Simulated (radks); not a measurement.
Question: Bi I, configuration [Xe] 4f14 5d9 6s2 6p4 (not the ground configuration). All-electron calculation, Dirac Kohn-Sham, PBEsol, spin-unpolarised, spherical densities, point nucleus; open shells fill j = l - 1/2 first. Program: a radial shooting solver on a logarithmic mesh with Libxc functionals. Some entries of the table are withheld. Estimate them.

| orbital | occ. | eigenvalue (hartree) | <r> (bohr) |
|---|---|---|---|
| 1s1/2 | 2 | -3325.704 | 0.01579 |
| 2s1/2 | 2 | -597.1699 | 0.06577 |
| 2p1/2 | 2 | -573.7209 | 0.05389 |
| 2p3/2 | 4 | -488.5017 | 0.06294 |
| 3s1/2 | 2 | -144.2720 | 0.1710 |
| 3p1/2 | 2 | -133.6900 | (1) |
| 3p3/2 | 4 | -114.6101 | (2) |
| 3d3/2 | 4 | (3) | 0.1545 |
| 3d5/2 | 6 | (4) | 0.1595 |
| 4s1/2 | 2 | -33.24872 | 0.3769 |
| 4p1/2 | 2 | -28.65144 | (5) |
| 4p3/2 | 4 | -23.94532 | (6) |
| 4d3/2 | 4 | -16.47524 | 0.4162 |
| 4d5/2 | 6 | -15.59700 | 0.4272 |
| 5s1/2 | 2 | -5.96216 | (7) |
| 4f5/2 | 6 | -5.89858 | 0.4379 |
| 4f7/2 | 8 | -5.69665 | 0.4440 |
| 5p1/2 | 2 | -4.36211 | 0.8819 |
| 5p3/2 | 4 | -3.44365 | 0.9697 |
| 5d3/2 | 4 | (8) | 1.189 |
| 5d5/2 | 5 | (9) | 1.230 |
| 6s1/2 | 2 | -0.58902 | 2.109 |
| 6p1/2 | 2 | -0.25797 | 2.605 |
| 6p3/2 | 2 | -0.17497 | 3.008 |

Answer: 
(1) 3p1/2 <r> (bohr): 0.1616
(2) 3p3/2 <r> (bohr): 0.1780
(3) 3d3/2 eigenvalue (hartree): -97.29294
(4) 3d5/2 eigenvalue (hartree): -93.24771
(5) 4p1/2 <r> (bohr): 0.3778
(6) 4p3/2 <r> (bohr): 0.4126
(7) 5s1/2 <r> (bohr): 0.8294
(8) 5d3/2 eigenvalue (hartree): -1.19909
(9) 5d5/2 eigenvalue (hartree): -1.08397
